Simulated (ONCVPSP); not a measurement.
**u(r) = r·R(r): atom against pseudo-atom (Zr (Z = 40))**

Columns: radius, all-electron u(r) and pseudo u(r) of the 4s shell (level -68.99 eV) of zirconium in the configuration [Ar] 3d10 4s2 4p6 4d2; PBE, scalar-relativistic, ONCV scheme, ONCVPSP 4.0.1.

```json
{"r (bohr)": "0.103", "all-electron": "0.3527", "pseudo": "0.1139"}
{"r (bohr)": "0.205", "all-electron": "-0.0917", "pseudo": "0.2282"}
{"r (bohr)": "0.308", "all-electron": "-0.5275", "pseudo": "0.3455"}
{"r (bohr)": "0.410", "all-electron": "-0.4774", "pseudo": "0.4625"}
{"r (bohr)": "0.513", "all-electron": "-0.1443", "pseudo": "0.5786"}
{"r (bohr)": "0.615", "all-electron": "0.2483", "pseudo": "0.6871"}
{"r (bohr)": "0.718", "all-electron": "0.5898", "pseudo": "0.7843"}
{"r (bohr)": "0.820", "all-electron": "0.8322", "pseudo": "0.8627"}
{"r (bohr)": "0.923", "all-electron": "0.9799", "pseudo": "0.9190"}
{"r (bohr)": "1.025", "all-electron": "1.0442", "pseudo": "0.9487"}
{"r (bohr)": "1.128", "all-electron": "1.0460", "pseudo": "0.9515"}
{"r (bohr)": "1.230", "all-electron": "1.0042", "pseudo": "0.9285"}
{"r (bohr)": "1.332", "all-electron": "0.9352", "pseudo": "0.8832"}
{"r (bohr)": "1.435", "all-electron": "0.8503", "pseudo": "0.8197"}
{"r (bohr)": "1.538", "all-electron": "0.7593", "pseudo": "0.7443"}
{"r (bohr)": "1.640", "all-electron": "0.6694", "pseudo": "0.6635"}
{"r (bohr)": "1.743", "all-electron": "0.5827", "pseudo": "0.5812"}
{"r (bohr)": "1.845", "all-electron": "0.5033", "pseudo": "0.5032"}
{"r (bohr)": "1.948", "all-electron": "0.4309", "pseudo": "0.4309"}
{"r (bohr)": "2.050", "all-electron": "0.3671", "pseudo": "0.3671"}
{"r (bohr)": "2.153", "all-electron": "0.3106", "pseudo": "0.3106"}
{"r (bohr)": "2.255", "all-electron": "0.2620", "pseudo": "0.2620"}
{"r (bohr)": "2.358", "all-electron": "0.2197", "pseudo": "0.2197"}
{"r (bohr)": "2.460", "all-electron": "0.1840", "pseudo": "0.1840"}
{"r (bohr)": "2.562", "all-electron": "0.1536", "pseudo": "0.1536"}
{"r (bohr)": "2.665", "all-electron": "0.1277", "pseudo": "0.1277"}
```

(1) How many radial nodes do the two functions have?

(2) At about which radius was the pseudo-wave matched?

(3) Is the pseudo-wave norm-conserving?

## Answers

(1) The all-electron 4s function has n − l − 1 = 3 (the table is too coarse to show those close to the nucleus); the pseudo-wave has 0, since the states of the same l below it are removed with the core.

(2) 1.95 bohr. The columns agree to 0.0005 from 1.84 bohr on; several derivatives are matched, so the curves merge somewhat inside the radius.

(3) Yes: the ONCV scheme keeps the norm inside the radius equal to the all-electron one, which fixes the energy derivative of the logarithmic derivative at the level.
